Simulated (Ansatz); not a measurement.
Breaking the Ge1–H3 bond in GeH4Se (SMILES [GeH3][SeH]) (multiplicity 1 held, fragments rigid). Energies count from the point at 1.537 Å.
Geometry at that point (charge 0, multiplicity 1):
```
atom    x (Å)    y (Å)    z (Å)
----  -------  -------  -------
Ge    -1.0910   0.3986   0.1388
Se     1.1127  -0.4468  -0.1569
H     -1.3102   1.6431  -0.7359
H     -2.0123  -0.7439  -0.3094
H     -1.3395   0.7445   1.6154
H      1.7428   0.7929   0.3247
```

Restricted levels (R-, RO-) in cc, def2 and unpolarised 6-31G sets keep to the state of the molecule at rest. Unrestricted levels (U-) break spin symmetry where that is lower. Active spaces are followed from a long bond inwards. Levels need not reach the same state.

Correlated levels freeze the cores. Filled d and f shells under p-block atoms count as core.

The values were computed with Ansatz (Gaussian basis) for Hartree–Fock, density functionals and correlated methods. Values without a source in brackets are computed.

Energies in kcal/mol.

```tsv
R (Å)	U-MP2/cc-pVDZ	U-CCSD/cc-pVDZ	R-CCSD(T)/cc-pVDZ	SC-NEVPT2 on CASSCF(2,2)/cc-pVDZ	FIC-MRCISD on CASSCF(2,2)/cc-pVDZ	FIC-MRCISD+Q on CASSCF(2,2)/cc-pVDZ
1.229	31.2	31.5	31.6	32.4	31.6	31.5
1.383	6.1	6.3	6.4	6.8	6.4	6.3
1.537	0.0	0.0	0.0	0.0	0.0	0.0
1.691	3.9	3.6	3.4	3.0	3.4	3.5
1.844	12.8	12.0	11.7	10.8	11.6	11.7
2.075	29.9	27.9	27.3	25.7	27.1	27.3
2.305	52.6	44.2	42.6	40.4	42.2	42.5
2.689	71.2	65.9	62.4	59.6	61.8	62.2
3.074	77.0	77.3	73.5	70.8	73.3	73.6
3.535	79.0	81.2	77.8	76.8	79.4	79.8
4.150	79.7	82.1	76.3	79.2	81.8	82.1
4.918	79.9	82.3	73.0	79.7	82.3	82.7
```

Doubts at one or more of the structures used: a spin-contaminated determinant (U-MP2/cc-pVDZ, U-CCSD/cc-pVDZ); T1 above 0.05 (U-CCSD/cc-pVDZ, R-CCSD(T)/cc-pVDZ); a restricted determinant that unrestricted orbitals would lower (R-CCSD(T)/cc-pVDZ); other coupled-cluster roots lie near (R-CCSD(T)/cc-pVDZ).

Ansatz is an electronic-structure program.
